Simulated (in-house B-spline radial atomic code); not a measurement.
Settings and results of a run for the strontium ion Sr⁸⁺ (an excited or competing configuration). Method: Dirac-Hartree-Fock, average of configuration, Fermi nucleus of rms radius 4.224 fm. Calculated with an all-electron radial atomic-structure program (B-spline basis).

Command:
```bash
python run_scf.py task.json out
```
Settings (nuclear radius in fm, mass in u):
```
Z                38
configuration    [Ar] 3d9 4s2 8f1
hamiltonian      dirac
method           hf
spin_polarised   False
nucleus          fermi
rms_radius       4.224
atomic_mass      87.90561
speed_of_light   137.035999084
```

Output (hartree, bohr):
```
 radial grid: 72 intervals, B-splines of order 8, outer radius 34.9425 bohr

 iter        energy (Eh)    residual
    1       -3126.415487    1.27e+00
    2       -3146.474896    6.46e-01
    3       -3150.089721    2.07e-01
    4       -3150.470737    6.70e-02
    5       -3150.505138    2.29e-02
    6       -3150.511549    9.65e-04
    7       -3150.511554    1.59e-04
    8       -3150.511554    7.83e-06
    9       -3150.511554    1.50e-07

 total energy                     -3150.51155
 kinetic                            3247.1744
 electron-nucleus                  -7425.8438
 electron-electron                  1028.1578

 first-order corrections (not in the total)
   Gaunt                             1.8930
   retardation                      -0.1830
   frequency dependence             -0.0097
   self-energy                       1.2780
   Uehling                          -0.1365
   Wichmann-Kroll                    0.0017
   recoil                            0.0142

 orbital      occ     eigenvalue          <r>       <r^2>       <1/r>       <r^4>     <1/r^2>       r_max    small
 1s1/2      2.000      -602.1241    0.0391461  0.00206542     39.0007 1.10347e-05     3181.71     0.02554  1.91e-02
 2s1/2      2.000       -89.5528     0.171576   0.0347698     8.81525  0.00209507     340.233      0.1449  3.87e-03
 2p1/2      2.000       -81.7888      0.14741   0.0266656     8.74881  0.00143499     109.688      0.1137  3.83e-03
 2p3/2      4.000       -79.2525     0.151527   0.0280495     8.41335  0.00157189     96.5493      0.1172  3.73e-03
 3s1/2      2.000       -19.9333     0.482224    0.266121     2.98963      0.1091      60.092      0.4318  1.00e-03
 3p1/2      2.000       -17.0125     0.481708    0.269862     2.87247    0.118368     19.0196      0.4217  9.46e-04
 3p3/2      4.000       -16.5943     0.490915    0.280043     2.79598    0.127191     16.8628        0.43  9.21e-04
 3d3/2      3.600       -11.6581     0.474734    0.270419     2.59663    0.139384     8.60939      0.3699  8.13e-04
 3d5/2      5.400       -11.5843     0.477879    0.273854     2.57658     0.14272     8.45361      0.3724  8.05e-04
 4s1/2      2.000        -6.4802      1.16911     1.52855     1.15628     3.31223     11.4411       1.087  2.54e-04
 8f5/2      0.429        -0.6589      9.55263     103.049    0.152769     13954.8   0.0622196       10.86  2.02e-05
 8f7/2      0.571        -0.6589      9.55289     103.053    0.152738     13955.7    0.062145       10.86  2.02e-05
```

Time taken, with all properties: 1.3 s on 1 thread of Arm Neoverse V2 (shared host).

For the Dirac Hamiltonian the kinetic term is c α·p + (β - 1)c².
